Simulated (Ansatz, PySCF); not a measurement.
Si(OSiH3)2(NHSiH3)(Me) (CH13NO2Si4), SMILES C[Si](N[SiH3])(O[SiH3])O[SiH3].

Geometry optimised at B3LYP-D3(BJ)/def2-SVP. The values are those of a single conformer.

Vertical ionisation energy (IE) and electron affinity (EA) in eV. Rows of orbital energies are one-electron estimates. Where ΔSCF, EOM or ADC give a negative EA the extra electron is unbound and the value depends on the basis.

```tsv
level	IE	EA
−ε(HOMO), −ε(LUMO), M06-2X/def2-SVP (PySCF)	8.86	-1.08
−ε(HOMO), −ε(LUMO), PBE/def2-SVP (PySCF)	6.11	0.54
ΔSCF, PBE0/def2-SVPD (Ansatz), final states of multiplicity 2 and 2	9.40	-0.95
ΔSCF, PBE/def2-SVPD (Ansatz), final states of multiplicity 2 and 2	8.88	-0.64
```

What vertical singlet–triplet gap does ΔSCF give with PBE0/def2-SVPD (Ansatz, an electronic-structure program) and with PBE/def2-SVPD (Ansatz)? (Estimate from the structure and the level; the computed values follow.)

6.01 and 5.53 eV (triplet above singlet where positive).
